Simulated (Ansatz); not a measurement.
# Interaction energy ladder

The pair of K⁺ (SMILES [K+], atom 1) and CH2O (SMILES C=O, atoms 2–5), both closed shells, in one local arrangement (a lower one may exist), relaxed at PBE0-D4/def2-TZVP:

```xyz
5
angstrom
K -2.2283 0.3155 -2.0055
C 0.5685 -0.0805 0.5116
O -0.3234 0.0456 -0.2913
H 1.6143 -0.2093 0.1899
H 0.3688 -0.0713 1.5951
```

Ansatz 0.2.0; basis: def2-TZVPPD, with def2-QZVPPD for the basis limit; cores frozen in the correlated methods. The outer core shell of Li, Na, Mg and K is correlated. The def2 sets are not built for correlating such inner shells, so the correlated values are less sure here. B3LYP uses VWN-RPA correlation. Extrapolation: Hartree–Fock as exp(−7.88 √X), correlation as X^−2.97. Interaction energies count from these two fragments, frozen as in the pair, with the counterpoise correction; negative means bound.

Question: What is the interaction energy by CCSD(T) at an estimated basis limit (MP2 extrapolated from triple and quadruple zeta, plus CCSD(T) − MP2 in triple zeta)? (Judge from chemistry; the value comes from the calculation.)

Answer: The calculation gives: -19.02 kcal/mol. Hartree–Fock alone gives -20.12 kcal/mol at the basis limit. It counts from the two fragments frozen as in the pair.

The same quantity by other methods in triple zeta, and each one's difference from that estimate:
```csv
method,E_int (kcal/mol),difference
PBE-D4,-18.33,0.69
revPBE-D4,-17.25,1.78
BLYP-D4,-18.46,0.56
r2SCAN-D4,-18.58,0.44
B97M-V,-18.55,0.47
PBE0-D4,-19.15,-0.12
B3LYP-D4,-19.43,-0.41
HSE06-D4,-19.13,-0.11
wB97X-V,-19.35,-0.33
wB97M-V,-19.21,-0.19
B2PLYP,-18.62,0.40
HF,-19.95,-0.92
MP2,-18.00,1.03
CCSD,-18.26,0.76
CCSD(T),-17.95,1.07
```
Differences are method less estimate.

Question: Which atoms make the shortest contact between the fragments?

Answer: K1 and O3, 2.58 Å apart.

Basis-set superposition shift (counterpoise-corrected less uncorrected): CCSD(T) 1.03; MP2 0.95; HF 0.08; PBE0-D4 0.18; wB97M-V 0.16 kcal/mol.

The T1 diagnostic stays at or below 0.017.

For scale, one of the runs: CCSD(T)/def2-TZVPPD, 147 basis functions, launched by `ansatz run in.yaml --threads 2 --pin off --events-out ev --progress --plain --max-ram 5222MiB`. The run took 15 s on 2 CPU threads of an Arm Neoverse V1 (shared host), with 0.95 GiB of host memory at its peak.
